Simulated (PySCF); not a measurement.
Sb(Cl)(SiH3)2 (ClH6SbSi2), SMILES [SiH3][Sb]([SiH3])[Cl].

The structure is a stationary point at B3LYP-D3(BJ)/def2-SVP. The def2 effective core potentials stand for the cores of Sb; spin–orbit coupling is left out.

Method: PBE/def2-TZVP (PySCF).

Symmetry labels are those of the subgroup Cs that the program uses (full group Cs).

Q: List the valence orbital energies around the gap with their symmetry. (An estimate is asked for; the answer gives what the named calculation found.)

A: 
```
orbital  symmetry  energy (eV)
-------  --------  -----------
HOMO−7         A'        -9.03
HOMO−6         A"        -8.81
HOMO−5         A"        -8.60
HOMO−4         A'        -8.49
HOMO−3         A"        -7.88
HOMO−2         A'        -7.72
HOMO−1         A"        -6.64
HOMO           A'        -6.22
LUMO           A'        -2.92
LUMO+1         A"        -1.59
LUMO+2         A'        -1.35
LUMO+3         A'        -0.69
```
